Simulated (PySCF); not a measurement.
A calculated (M06-2X, PySCF 2.14, cc-pVDZ, the non-relativistic Hamiltonian (point nucleus)) atom or ion has these occupied shells.

| shell | electrons | orbital energy (eV) | rms radius, mean of both spins (bohr) |
| --- | --- | --- | --- |
| 1s | 2 | -68.333 | 0.671 |

Q: Name the element and its charge.

A: Li⁺ (lithium, charge +1), in 1s2, closed-shell 1S.
